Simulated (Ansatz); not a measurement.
Wavefunction ladder for CH6AlBO, SMILES `[CH3][AlH][BH]O`

Cartesian coordinates in Å:
```
C 0.8575 -1.0190 -1.0375
Al 0.5296 0.7701 -0.2959
B -1.0232 1.0707 1.1933
O -1.7844 0.0430 1.6482
H 1.8879 -1.3321 -0.8327
H 0.1970 -1.8049 -0.6607
H 0.7594 -1.0041 -2.1290
H 1.4515 1.9552 -0.8377
H -1.3052 2.1276 1.6984
H -1.5701 -0.8064 1.2537
```

Total charge 0; spin multiplicity 1. All single points use the PBE0-D4/def2-TZVP geometry. It is one conformer, not always the lowest. Frozen core, restricted reference, Ansatz. CBS rows extrapolate triple and quadruple zeta; past MP2 they add the triple-zeta difference.

```csv
basis,HF (Eh),MP2 corr.
def2-SVP,-382.65835,-0.47988
def2-TZVPP,-382.90896,-0.59869
def2-QZVPP,-382.92298,-0.64167
```

**Question.** Estimate the CCSD correlation energy and the (T) correction in each basis where they were run (hartree).

**Answer.** 
```tsv
basis	CCSD corr.	(T)
def2-SVP	-0.52728	-0.01356
def2-TZVPP	-0.64005	-0.02307
CBS(def2)	-0.71487	as TZ
```
